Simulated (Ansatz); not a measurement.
Input for Ansatz (a program for electronic structure): R-RI-MP2/cc-pV(Q+d)Z on BH5O2Si (SMILES OBO[SiH3]). Files ending in .json are basis or fitting sets from the Basis Set Exchange.

Ansatz 0.2 input:
```yaml
crystal:
  periodic: [false, false, false]
  atoms:
    - {symbol: O, position_ang: [-2.30962077, 0.90192379, 0.10738412]}
    - {symbol: B, position_ang: [-0.98593700, 0.79722804, 0.38524728]}
    - {symbol: O, position_ang: [-0.25989173, -0.25133909, -0.09909545]}
    - {symbol: Si, position_ang: [1.32471257, -0.70975715, 0.01896959]}
    - {symbol: H, position_ang: [-2.63465129, 0.17793084, -0.44220018]}
    - {symbol: H, position_ang: [-0.48791959, 1.64577405, 1.06038690]}
    - {symbol: H, position_ang: [2.07719356, 0.24273135, 0.86639526]}
    - {symbol: H, position_ang: [1.90319902, -0.74222511, -1.34087078]}
    - {symbol: H, position_ang: [1.37291525, -2.06226673, 0.61299826]}
basis:
  gaussian:
    orbitals: cc-pV_Q+d_Z.json
    fitting: {mean_field: def2-universal-JKFIT, correlation: cc-pVQZ-RIFIT.json}
magnetization: {spin_polarized: false}
correlation: {method: mp2, electrons: outside_noble_gas}
scf: {lower_state_search: off}
```

Output:

```
WARN ansatz: RAYON_NUM_THREADS=2 ignored (pool sized by the plan → 2); use --threads N
Functional definition: HF
these checks for a lower state are left out or cut short: stability, starts, cluster_reference, orbital_swaps, neighbouring_geometries, increment
integrals: 0.50 GiB planned
447 factors; integrals over basis functions are off by at most 6.0e0 eV
mean field: 0.84 GiB planned
mean field evaluation 1: about -12690.2848 eV, gradient 4.6e1 eV
mean field evaluation 2: about -12693.1180 eV, gradient 2.8e1 eV
mean field evaluation 4: about -12694.3667 eV, gradient 7.1e-1 eV
mean field -12694.36791488 eV, -466.5094163202 hartree, gradient 2.5e-6 eV, S^2 0.000000; 0 other end points of the search recorded, 0 dependent functions left out
8 core orbitals not correlated
829 factors; their error is unknown
reference -12694.36791488 eV, -466.5094163202 hartree; 12, 12 occupied and 359, 359 virtual orbitals, 829 factors
second order -20.54223764 eV of doubles, -0.00000000 eV of singles
Total energy: -12714.91015252 eV, -467.2643296294 hartree
Checks for a lower state left out: stability, starts, cluster_reference, orbital_swaps, neighbouring_geometries, increment
```

The calculation finished and met its thresholds.

Cost: very roughly 5 core-seconds.
